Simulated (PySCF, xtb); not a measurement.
Mo(NH)(F)2(OH)2 (F2H3MoNO2), SMILES [NH]=[Mo]([OH])([OH])([F])[F], multiplicity 1. Other conformers were not sampled.

Harmonic wavenumbers (cm⁻¹) from GFN2-xTB (xtb) at its own minimum, in rising order: 127, 231, 242, 245, 254, 296, 318, 384, 389, 421, 429, 437, 457, 493, 585, 592, 668, 1021, 3480, 3594, 3606.

**Question.** What does B3LYP-D3(BJ)/def2-SVP run with PySCF give at its own minimum? (The exact figures need the calculation; the answer reports its results.)

**Answer.** 101, 140, 219, 251, 266, 272, 302, 356, 389, 499, 558, 578, 629, 646, 703, 734, 758, 1065, 3612, 3818, 3840. Paired by order, the mean absolute difference is 90 cm⁻¹ and the zero-point energies are 26.1 and 28.2 kcal/mol.
